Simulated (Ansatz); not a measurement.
```yaml
crystal:
  periodic: [false, false, false]
  atoms:
    - {symbol: C, position_ang: [0.132645, -1.118830, 0.556534]}
    - {symbol: N, position_ang: [-0.468891, 0.178784, 0.309688]}
    - {symbol: Ge, position_ang: [0.442185, 1.472475, -0.633536]}
    - {symbol: F, position_ang: [-0.776827, 2.633252, -1.076116]}
    - {symbol: F, position_ang: [0.878944, 0.669902, -2.117030]}
    - {symbol: H, position_ang: [-0.660093, -1.844585, 0.760131]}
    - {symbol: H, position_ang: [0.830632, -1.134874, 1.400699]}
    - {symbol: H, position_ang: [0.661469, -1.450085, -0.337898]}
    - {symbol: H, position_ang: [-0.951566, 0.547661, 1.120427]}
basis:
  gaussian: {orbitals: x2c-TZVPPall}
magnetization: {spin_polarized: true, initial_magnetization: 3}
hamiltonian: {xc: {name: B2GP-PLYP}}
output: {forces: true}
```

```sh
$ ansatz run in.yaml --threads 2 --pin off --events-out ev --progress --plain --max-ram 32768MiB --backend cpu
```

Shortened log:

```
Functional definition: B2GP-PLYP
1428 factors; integrals over basis functions are off by at most 8.3e-4 eV
mean field evaluation 1: about -65102.3275 eV, gradient 3.7e1 eV
mean field evaluation 2: about -65102.3315 eV, gradient 3.7e1 eV
mean field evaluation 4: about -65108.1417 eV, gradient 4.4e0 eV
mean field evaluation 8: about -65108.4935 eV, gradient 5.5e-1 eV
mean field evaluation 16: about -65108.5223 eV, gradient 7.4e-2 eV
mean field evaluation 32: about -65108.5341 eV, gradient 1.6e-5 eV
mean field -65108.53414837 eV, -2392.6944978031 hartree, gradient 3.6e-6 eV, S^2 3.762585; 4 other end points of the search recorded, 0 dependent functions left out
13 core orbitals not correlated: weight in the atoms' cores, before any rotation towards them, 1.000 or more for the frozen orbitals, at most 0.000 for the correlated occupied ones
reference -65108.53427162 eV, -2392.6945023323 hartree; 22, 19 occupied and 193, 196 virtual orbitals, 1428 factors
second order -33.80796561 eV of doubles, -0.00000000 eV of singles
Total energy: -65120.70513924 eV, -2393.1417734676 hartree
Relativity: scalar
Atom 0 at     0.132645    -1.118830     0.556534 Å, force    -0.853256    -1.291926    -1.421836 eV/Å
Atom 1 at    -0.468891     0.178784     0.309688 Å, force     0.726181    -3.267107     2.106307 eV/Å
Atom 2 at     0.442185     1.472475    -0.633536 Å, force     1.545953     3.478102     0.743761 eV/Å
Atom 3 at    -0.776827     2.633252    -1.076116 Å, force    -0.103159     0.267273    -1.205975 eV/Å
Atom 4 at     0.878944     0.669902    -2.117030 Å, force    -0.666070    -0.572616    -0.802804 eV/Å
Atom 5 at    -0.660093    -1.844585     0.760131 Å, force     0.156230    -0.102318     0.292246 eV/Å
Atom 6 at     0.830632    -1.134874     1.400699 Å, force    -0.239871     0.606009     0.134820 eV/Å
Atom 7 at     0.661469    -1.450085    -0.337898 Å, force     0.015877     0.227331     0.161346 eV/Å
Atom 8 at    -0.951566     0.547661     1.120427 Å, force    -0.581884     0.655253    -0.007865 eV/Å
Dipole moment:    -0.008921    -1.061704     0.696576 e Å
```

Hardware: 2 threads of a server CPU on a shared host. Wall time 2.2 min, peak host memory 1.2 GiB.
